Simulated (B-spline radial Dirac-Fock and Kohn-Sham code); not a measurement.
W⁷⁺: eigenvalues, ΔSCF and the reference

System: tungsten as W⁷⁺, [Xe] 4f13.

The density-functional columns are spherical, spin-unpolarised Dirac-Kohn-Sham results without Breit or QED terms: −ε is minus the orbital energy of the initial state and ΔSCF the difference of two total energies. The reference in the last column comes from Dirac-Fock (average of configuration) total-energy differences with a finite nucleus, the Breit interaction including its frequency dependence, and self-energy and vacuum-polarisation corrections. All numbers are from a B-spline atomic structure program, in eV; a selection of levels is shown. The Kohn-Sham columns are given as differences from the reference. For the 1s level of heavy atoms much of the gap between ΔSCF and the reference is the Breit and QED part, -349.3 eV here; for other levels the error of the functional can be larger.

| level | PBE −ε − DF | PBE ΔSCF − DF | LDA −ε − DF | LDA ΔSCF − DF | Dirac-Fock |
| --- | --- | --- | --- | --- | --- |
| 1s | -163.1 | +397.2 | -221.3 | +337.2 | 69641.2 |
| 2s | -155.5 | -50.4 | -163.8 | -58.4 | 12228.7 |
| 2p1/2 | -112.7 | +21.8 | -116.4 | +18.2 | 11664.9 |
| 2p3/2 | -127.9 | -11.8 | -130.2 | -13.9 | 10327.5 |
| 3s | -85.0 | -51.9 | -87.2 | -54.0 | 2948.4 |
| 3p1/2 | -68.8 | -33.5 | -69.7 | -34.2 | 2699.7 |
| 3p3/2 | -68.4 | -36.1 | -68.9 | -36.4 | 2406.9 |
| 3d3/2 | -47.4 | -9.0 | -47.1 | -8.7 | 1993.4 |
| 3d5/2 | -48.6 | -11.3 | -48.3 | -11.0 | 1931.1 |
| 4s | -46.8 | -29.7 | -47.9 | -30.8 | 721.5 |
| 4p1/2 | -39.6 | -22.6 | -40.0 | -23.0 | 617.7 |
| 4p3/2 | -39.5 | -23.1 | -40.1 | -23.6 | 549.4 |
| 4d3/2 | -27.3 | -11.2 | -27.3 | -11.2 | 378.2 |
| 4d5/2 | -27.3 | -11.4 | -27.3 | -11.4 | 365.6 |
| 4f | -12.2 | +2.6 | -11.8 | +3.1 | 149.5 |
| 5s | -14.0 | -3.6 | -13.6 | -3.2 | 189.5 |
| 5p1/2 | -8.1 | +1.7 | -7.7 | +2.2 | 153.2 |
| 5p3/2 | -8.0 | +1.3 | -7.6 | +1.7 | 141.4 |

Values without a named source are computed, but for edge energies of neutral atoms, which are taken from tables.
